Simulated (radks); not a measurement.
Values are calculated unless marked as measured or tabulated.
Question: Isoelectronic series with 15 electrons, all held in the configuration [Ne] 3s2 3p3, which need not be the ground one along the series. Code: a radial shooting solver on a logarithmic mesh with Libxc functionals. Model: Dirac Kohn-Sham, PBE, spin-unpolarised, spherical densities, point nucleus; open shells fill j = l - 1/2 first. Total energies (hartree) and orbital eigenvalues (eV):

| ion | E (hartree) | 3p3/2 | 3p1/2 | 3s1/2 |
|---|---|---|---|---|
| P | -341.90474 | -5.4771 | -5.5305 | -13.9541 |
| Cl2+ | -459.99569 | -31.6078 | -31.7705 | -44.8908 |
| K4+ | -596.73158 | -71.2896 | -71.6500 | -89.4864 |
| Sc6+ | -752.13799 | -123.7219 | -124.4028 | -146.9618 |
| V8+ | -926.28506 | -188.6286 | -189.7926 | -217.0889 |
| Mn10+ | -1119.26694 | -265.8869 | -267.7427 | -299.7985 |
| Co12+ | -1331.19555 | -355.4383 | -358.2470 | -395.0912 |
| Cu14+ | -1562.19839 | -457.2567 | -461.3379 | -503.0055 |
| Ga16+ | -1812.41770 | -571.3346 | -577.0733 | -623.6050 |
| As18+ | -2082.01034 | -697.6765 | -705.5302 | -756.9718 |
| Br20+ | -2371.14799 | -836.2954 | -846.8010 | -903.2040 |
| Rb22+ | -2680.01759 | -987.2103 | -1000.992 | -1062.413 |
| Nb26+ | -3357.78019 | -1326.030 | -1348.630 | -1420.279 |
| Tc28+ | -3727.12915 | -1513.996 | -1542.355 | -1619.225 |

Estimate the row of Rh30+.

Answer: E (hartree) -4117.12370; 3p3/2 -1714.380; 3p1/2 -1749.558; 3s1/2 -1831.730.
